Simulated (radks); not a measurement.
Results of a calculation; reference values are marked as such.
Ge, configuration [Ar] 3d10 4s2 4p2.

Level of theory: scalar-relativistic Kohn-Sham, Wu-Cohen GGA, spin-unpolarised, spherical densities, finite nucleus; Fermi nuclear charge, rms radius 4.0742 fm (a radial shooting solver on a logarithmic mesh with Libxc functionals).

Energy parts (eV):
part                       energy
total                  -57098.564
kinetic                 58131.256
electron-nucleus      -137632.356
Hartree                 24552.381
exchange-correlation    -2149.846

Orbitals (lengths in bohr, moments of r in powers of bohr; r(max) is where P^2 peaks):
orbital	occ.	eigenvalue (eV)	r(max)	<r^4>	<r^2>	<r>
1s	2	-10958.40	0.03074	0.00002277	0.002975	0.04701
2s	2	-1371.280	0.1761	0.004700	0.05208	0.2101
2p	6	-1198.770	0.1412	0.003444	0.04137	0.1837
3s	2	-168.1886	0.5424	0.3273	0.4500	0.6245
3p	6	-115.4831	0.5429	0.4242	0.4933	0.6472
3d	10	-29.2986	0.5030	1.218	0.6979	0.7369
4s	2	-11.7676	1.738	45.02	5.160	2.112
4p	2	-3.8929	2.210	188.3	9.857	2.872

The highest occupied level is 4p at -3.893 eV. The density falls to 0.001 e/bohr^3 at r = 4.44 bohr. For comparison, the ionisation energy in NIST's Atomic Spectra Database is 7.899 eV (measured). In exact Kohn-Sham theory the highest level is minus the ionisation energy, but local and semilocal functionals leave it too shallow, through self-interaction and a potential that decays too fast; potentials with the right tail come closer. The electron density at the nucleus is 3.206e+04 e/bohr^3 (large components only). Summed over all electrons, <r^2> = 41.23 bohr^2, which gives a Langevin (diamagnetic) susceptibility term of -32.7 x 10^-6 cm^3/mol.

Beside tabulated values, note that spin-unpolarised runs miss the spin-polarisation part of the exchange energy of open shells.
